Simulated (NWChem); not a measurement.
# TiNH2F3; SMILES [NH2][Ti]([F])([F])[F]

```xyz
7

Ti    -0.0100     0.0009     0.0539
F      0.7792     1.3466     0.8354
F      0.1826    -1.5061     0.9053
F     -1.7159     0.3897    -0.0420
N      0.7099    -0.2095    -1.6513
H      0.9694     0.5550    -2.2696
H      0.8599    -1.1067    -2.1056
```
Atoms are numbered in this order, from 1.

Level: B3LYP/6-31G* (spherical d) (NWChem), optimised geometry, unscaled harmonic frequencies. 

```csv
frequency (cm⁻¹),IR intensity (km/mol)
8,6.2
186,3.5
200,2.7
217,1.9
232,13.8
237,1.7
415,261.6
537,16.7
711,1.4
779,227.6
811,214.7
844,238.4
1563,50.6
3523,69.0
3624,27.5
```

* **zero-point energy**: 19.8 kcal/mol
* **thermal correction to the enthalpy at 298.15 K (with zero-point energy)**: 25.0 kcal/mol
* **heat capacity Cv**: 22.4 cal/(mol K)
* **entropy at 298.15 K and 1 atm (symmetry number 1)**: 87.9 cal/(mol K)
* **dipole moment**: 2.72 D

Rigid rotor and harmonic oscillator; modes under 100 cm⁻¹ make the entropy uncertain.
